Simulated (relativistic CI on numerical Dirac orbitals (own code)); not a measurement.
**One change at a time: Se¹⁸⁺**

Base calculation: Dirac-Coulomb-Breit CI, separate exchange-only KLI orbitals for each configuration, a model potential for QED, unscaled Slater integrals.

Configurations in the expansion (outside the closed core [Ne]): 3s2.3p4, 3s.3p5, 3s2.3p3.3d, 3p6, 3s.3p4.3d, 3p5.3d, 3s.3p3.3d2, 3s2.3p2.3d.4p, 3s2.3p3.4s, 3p5.4s, 3s2.3p3.4p, 3p5.4p, 3s.3p3.3d.4s, 3s2.3p2.3d2, 3s2.3p.3d3, 3s.3p2.3d3, 3s2.3p.3d2.4s, 3s2.3p.3d2.4p, 3p4.3d2, 3p3.3d3, 3p3.3d2.4s, 3p3.3d2.4p. Double excitations out of closed p, d and f shells are left out; levels of such configurations are missing from the list, as are those of other unlisted configurations, and high levels can miss mixing partners.

Variants: (1) QED terms removed; (2) Breit term removed. Shifts of the energy above 3s2.3p4 3P_2, in cm⁻¹, for the lowest level and the first level of each name with at least 55 % of one term (blank where a level changes its place among those of its configuration and J or its character, or is not in the variant):

```tsv
Level	Base	Δ(1)	Δ(2)
3s2.3p4 3P_2	0	0	0
3s2.3p4 3P_0	40884	-28	+157
3s2.3p4 3P_1	57450	-136	+1144
3s2.3p4 1D_2	93647	-126	+1293
3s2.3p4 1S_0	182579	-200	+2058
3s.3p5 3P°_2	486814	+1393	+321
3s.3p5 3P°_1	519881	+1295	+751
3s.3p5 3P°_0	549730	+1213	+1399
3s2.3p3.3d 5D°_2	636920	+80	+1723
3s2.3p3.3d 5D°_3	637424	+66	+2118
3s2.3p3.3d 5D°_0	637794	+90	+1542
3s2.3p3.3d 5D°_1	639866	+84	+1794
3s2.3p3.3d 5D°_4	645628	+28	+2768
3s2.3p3.3d 3D°_3	693543	-3	+2844
3s2.3p3.3d 3D°_1	698108	+6	+2610
3s2.3p3.3d 1S°_0	707117	+32	+2318
3s2.3p3.3d 3F°_3	711491	-3	+2888
3s2.3p3.3d 3F°_4	726343	-29	+3449
3s2.3p3.3d 3G°_3	734832	+49	+2092
3s2.3p3.3d 1G°_4	761459	0	+3008
3s2.3p3.3d 3G°_5	761560	-45	+3814
3s2.3p3.3d 1D°_2	778502	+14	+2591
```

At this charge energies of transitions that change n are usually good to better than 1 %, and those within a shell (Δn = 0) to a few per cent.

Ionisation energy from the two ground configurations alone: base 738.794 eV; Breit term removed 739.16 eV. The NIST ASD value (semi-empirical) is 739.8 eV.

LS names give the leading component of a level, which can be under half, so a name can repeat, a term be missing and a line seem to break the LS rules.
